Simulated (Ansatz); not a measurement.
Job for Ansatz (a program for electronic structure): U-CCSD(T)/cc-pVQZ on CH3N (SMILES [CH]N), 2S+1 = 3, a spin state set in the input, which need not be the lowest.

Ansatz 0.2 input:
```yaml
crystal:
  periodic: [false, false, false]
  atoms:
    - {symbol: C, position_ang: [0.72129204, -0.14708561, 0.27832925]}
    - {symbol: N, position_ang: [-0.53943020, 0.10456254, -0.18433685]}
    - {symbol: H, position_ang: [1.62710572, -0.11365050, -0.32756649]}
    - {symbol: H, position_ang: [-0.99559065, 0.94231185, 0.15896335]}
    - {symbol: H, position_ang: [-1.18325595, -0.67808551, -0.21101443]}
basis:
  gaussian:
    orbitals: cc-pVQZ
magnetization: {spin_polarized: true, initial_magnetization: 2}
correlation: {method: ccsd_t, electrons: outside_noble_gas}
scf: {omitted_lower_state_checks: [cluster_reference]}
```

The head of its log:

```
WARN ansatz: RAYON_NUM_THREADS=1 ignored (pool sized by the plan → 1); use --threads N
Functional definition: HF
these checks for a lower state are left out or cut short: cluster_reference
integrals: 1.36 GiB planned
1168 factors; integrals over basis functions are off by at most 8.6e-4 eV
mean field: 0.62 GiB planned
mean field evaluation 1: about -2555.8375 eV, gradient 1.8e1 eV
mean field evaluation 2: about -2555.8384 eV, gradient 1.8e1 eV
mean field evaluation 4: about -2557.7406 eV, gradient 3.1e0 eV
mean field evaluation 8: about -2557.8939 eV, gradient 3.4e-1 eV
mean field -2557.89722457 eV, -94.0009891978 hartree, gradient 1.8e-6 eV, S^2 2.014413; 0 other end points of the search recorded, 0 dependent functions left out
2 core orbitals not correlated
reference -2557.89722457 eV, -94.0009891978 hartree; 7, 5 occupied and 191, 193 virtual orbitals, 1168 factors
```

Problem. Predict the final total energy.

Solution. -94.3879 hartree (reference determinant -94.0010, T1 diagnostic 0.020).
